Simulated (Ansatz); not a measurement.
Geometry optimisation, UHF/def2-SVP (Ansatz).

input.yaml

```yaml
crystal:
  periodic: [false, false, false]
  atoms:
    - { symbol: H, position_ang: [-0.000299, -0.396466, -0.647354] }
    - { symbol: C, position_ang: [0.16348, 0.220984, -1.528969] }
    - { symbol: "N", position_ang: [-0.071215, 1.634365, -1.336486] }
    - { symbol: Ge, position_ang: [-0.216911, -1.328791, 2.009188] }
    - { symbol: H, position_ang: [-0.484825, -0.153767, -2.325317] }
    - { symbol: H, position_ang: [1.195251, 0.0623, -1.857477] }
    - { symbol: H, position_ang: [-1.015657, 1.812253, -1.040992] }
    - { symbol: H, position_ang: [0.538497, 2.013761, -0.634367] }
    - { symbol: H, position_ang: [-0.488306, 0.09701, 2.514271] }
    - { symbol: H, position_ang: [1.293869, -1.596444, 1.938853] }
    - { symbol: H, position_ang: [-0.913783, -2.365205, 2.90875] }
magnetization:
  spin_polarized: true
  initial_magnetization: 1
basis:
  gaussian: { orbitals: def2-SVP }
hamiltonian:
  xc: hf
relax:
  f_tol: 0.03
  max_steps: 50
```

Command:

```bash
$ ansatz run input.yaml --threads 2 --pin off --max-ram 3072MiB --backend cpu --events-out ev --progress --plain --runs-dir out
```

Question: Where does it end, and by what steps?

Answer: The run converged. The force dipped under the threshold on the way, but the program's further checks kept it going. After 11 steps the energy has fallen by 0.086 eV; H11 moved furthest, 0.99 Å.

| step | energy less start (eV) | largest force component (eV/Å) | accepted |
| --- | --- | --- | --- |
| 0 | 0.0000 | 0.400 | yes |
| 1 | -0.0509 | 0.078 | yes |
| 2 | -0.0720 | 0.095 | yes |
| 3 | -0.0786 | 0.083 | yes |
| 4 | -0.0827 | 0.072 | yes |
| 5 | -0.0844 | 0.052 | yes |
| 6 | -0.0845 | 0.035 | yes |
| 7 | -0.0854 | 0.023 | yes |
| 8 | -0.0857 | 0.016 | yes |
| 9 | -0.0857 | 0.048 | no |
| 10 | -0.0859 | 0.007 | yes |
| 11 | -0.0860 | 0.014 | yes |

```xyz
11
Properties=species:S:1:pos:R:3
H 0.161 -0.379 -1.433
C 0.225 0.472 -2.125
N -0.067 1.761 -1.538
Ge -0.327 -1.654 2.826
H -0.465 0.278 -2.949
H 1.231 0.478 -2.547
H -0.995 1.785 -1.155
H 0.566 1.970 -0.786
H -0.590 -0.193 3.215
H 1.174 -1.902 2.625
H -0.912 -2.616 3.867
```

Time of the run: 19 s on 2 threads of Arm Neoverse V1, on a shared host, peak memory 0.26 GiB.
